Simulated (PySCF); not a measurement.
Polarisability and C₆ of Fe (iron, neutral)

[Ar] 3d5 4s2 4p1, high-spin 7P determinant (an excited configuration). Calculation: PySCF 2.14, in aug-cc-pwCVTZ-DK (10s9p7d4f3g, 127 functions); scalar relativity by spin-free X2C-1e. Coupled (time-dependent) response in atomic units; α is the mean over directions.

| method | mean α (bohr³) | α xx, yy, zz | C₆ (like pair) | S(−4) |
| --- | --- | --- | --- | --- |
| PBE | 77.72 | 64.02, 105.1, 64.02 | 809.8 | 3458 |

S(−4) is the Cauchy moment in α(ω) = α(0) + S(−4) ω² + …

α(iu) at PBE:

| u (hartree) | α(iu) (bohr³) |
| --- | --- |
| 0 | 77.72 |
| 0.0500 | 70.33 |
| 0.100 | 56.45 |
| 0.200 | 34.34 |
| 0.300 | 22.04 |
| 0.500 | 11.18 |
| 0.750 | 6.257 |
| 1.00 | 4.152 |
| 1.50 | 2.359 |
| 2.00 | 1.586 |
| 3.00 | 0.8960 |
| 5.00 | 0.4165 |

The components differ because the open shell of this determinant is not spherical; for a pure term their mean is the scalar polarisability.
